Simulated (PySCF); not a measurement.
Species: C3H10NOSi (doublet state).
Cartesian coordinates in Å at the GFN2-xTB level; atoms count from 1:
```
atom  x, y, z in Å
C1     2.6713   -0.5629    0.0490
C2     1.8171    0.6354    0.1054
O3     0.4613    0.3994   -0.1944
C4    -0.2244   -0.3243    0.8129
Si5   -1.9878   -0.6172    0.1614
N6    -2.6240    0.9600   -0.0878
H7     2.3622   -1.4147   -0.5232
H8     3.6515   -0.5425    0.4810
H9     1.9080    1.1247    1.0945
H10    2.1403    1.3816   -0.6444
H11    0.2905   -1.2702    1.0180
H12   -0.2179    0.2499    1.7495
H13   -1.8986   -1.4887   -1.0197
H14   -2.8125   -1.2495    1.1950
H15   -1.9994    1.6579   -0.4620
H16   -3.5453    1.0702   -0.4792
```

The hyperfine couplings belong to this conformer and change with its torsions.

The species is `[CH2]COC[SiH2]N` [radical].

Computed, not measured: PySCF 2.14.0, UKS B3LYP, pcH-1 on C H N O Si, non-relativistic, mean-field spin-orbit, GIAO. Geometry: GFN2-xTB, one conformer, isolated molecule. Couplings are sensitive to structure, and on GFN2-xTB geometries they can be far from those on DFT ones. No stability test was run, so a lower SCF solution isn't excluded.

Task: Match the computed a_iso(13C) values +90.2, -36.2 MHz with the sites C1; C2.

Result: 
| site | a_iso (MHz) | ρ(0) (bohr⁻³) | position | distance from C1 (Å) | spin population | largest \|T\| (MHz) |
| --- | --- | --- | --- | --- | --- | --- |
| C1 | +90.2 | +0.0804 | largest spin population | 0.00 | +1.07 | 162.4 |
| C2 | -36.2 | -0.0322 | 1 bond from C1 | 1.47 | -0.08 | 3.3 |

ρ(0) is the spin density at the nucleus and T the dipolar tensor; a_iso includes a spin–orbit part; entries for several nuclei are means. Largest spin populations (Mulliken): C1 (+1.07), C2 (-0.08) and H10 (+0.06). C1 is the only atom above +0.15. The angles at C1 add up to 359.6°, so it is planar; its axial dipolar tensor and the negative couplings of its protons fit spin in a p orbital normal to that plane.

The spin density at the nucleus, in bohr⁻³, is negative for C2 (-0.0322) and H7/H8 (-0.0139), for instance. A restricted open-shell determinant has no negative spin density anywhere; here it arises because α and β orbitals differ (spin polarisation).

Nuclei that the bonding pattern makes equivalent are averaged, as if the motion that swaps them (rotation, inversion, ring flip) were fast. The 1H value of +114.0 MHz is a mean of couplings from 73.1 to 154.9 MHz in this one geometry, not an average over conformers.
